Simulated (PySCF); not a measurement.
A thermochemical cycle for HgO

PBE0 in PySCF with def2-SVP on every atom (core potentials on Hg), for the lowest determinant that a PBE0 search found; no spin–orbit coupling. HgO, a triplet (σ ↑, π ↑), has De = 0.29 eV to neutral atoms, and HgO⁺, a doublet (π ↑), has De = 0.86 eV to Hg⁺ + O.

At the same level the Hg atom ionises at 10.16 eV.

**Question.** What is the adiabatic ionisation energy of the molecule, and does ionisation strengthen or weaken the bond?

**Answer.** IE = IE(Hg) + De(neutral) − De(ion) = 10.16 + 0.29 − 0.86 = 9.59 eV. De changes by +0.57 eV, so ionisation strengthens the bond.

Weak bonds: HgO. Basis-set superposition, not corrected here, can be much of De in a small basis, most of all at correlated wavefunction levels. Spin–orbit coupling is left out, which matters for elements this heavy, above all for dissociation energies. For an ion De counts to the pair picked by the measured ionisation energies or electron affinities, which need not be the lowest pair at this level. States were picked by a PBE0 search and need not be the measured ground states.
